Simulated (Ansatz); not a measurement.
Geometry optimisation, RKS BHLYP-D4/def2-SVP (Ansatz).

input.yaml

```yaml
crystal:
  periodic: [false, false, false]
  atoms:
    - { symbol: B, position_ang: [-0.817572, 0.674332, 0.354731] }
    - { symbol: O, position_ang: [-0.142151, -0.57737, 0.557664] }
    - { symbol: C, position_ang: [0.173922, -1.415339, -0.512861] }
    - { symbol: O, position_ang: [-1.203272, 1.338358, 1.45737] }
    - { symbol: O, position_ang: [-1.120124, 1.170037, -0.857141] }
    - { symbol: H, position_ang: [1.780898, 0.601397, 0.750893] }
    - { symbol: Cl, position_ang: [2.198576, 1.564537, -0.018838] }
    - { symbol: H, position_ang: [-0.704664, -1.659172, -1.123801] }
    - { symbol: H, position_ang: [0.570302, -2.348083, -0.109922] }
    - { symbol: H, position_ang: [0.949763, -0.977492, -1.158546] }
    - { symbol: H, position_ang: [-1.026375, 0.842958, 2.252372] }
    - { symbol: H, position_ang: [-0.659202, 0.785838, -1.591821] }
basis:
  gaussian: { orbitals: def2-SVP }
hamiltonian:
  xc: { name: BHLYP }
  dispersion: d4
relax:
  f_tol: 0.03
  max_steps: 50
```

Run as:

```bash
$ ansatz run input.yaml --threads 2 --pin off --max-ram 3072MiB --backend cpu --events-out ev --progress --plain --runs-dir out
```

Where does it end, and by what steps?

It converged. After 34 steps the energy has fallen by 0.239 eV; Cl7 moved furthest, 2.35 Å.

```
step  energy less start (eV)  largest force component (eV/Å)  accepted
   0                  0.0000                           1.808       yes
   2                 -0.0856                           0.866       yes
   4                 -0.1283                           0.277       yes
   6                 -0.1418                           0.067       yes
   8                 -0.1447                           0.132       yes
  10                 -0.1464                           0.051       yes
  12                 -0.1476                           0.051       yes
  14                 -0.1480                           0.030       yes
  16                 -0.1482                           0.059       yes
  18                 -0.1486                           0.093       yes
  20                 -0.1496                           0.163       yes
  22                 -0.1532                           0.357       yes
  24                 -0.1773                           0.390       yes
  26                 -0.2187                           0.162       yes
  28                 -0.2275                           0.070       yes
  30                 -0.2346                           0.134       yes
  32                 -0.2379                           0.049       yes
  34                 -0.2386                           0.009       yes
```

```xyz
12
Properties=species:S:1:pos:R:3
B -0.820 0.732 0.146
O 0.249 -0.140 0.048
C 0.305 -1.175 -0.892
O -0.788 1.694 1.080
O -1.896 0.650 -0.667
H 1.578 0.202 1.226
Cl 2.246 0.766 2.187
H -0.540 -1.864 -0.783
H 1.223 -1.740 -0.729
H 0.323 -0.787 -1.916
H 0.001 1.700 1.620
H -1.881 -0.041 -1.320
```

Time of the run: 2 min on 2 threads of Arm Neoverse V2 (shared host), peak memory 0.28 GiB.
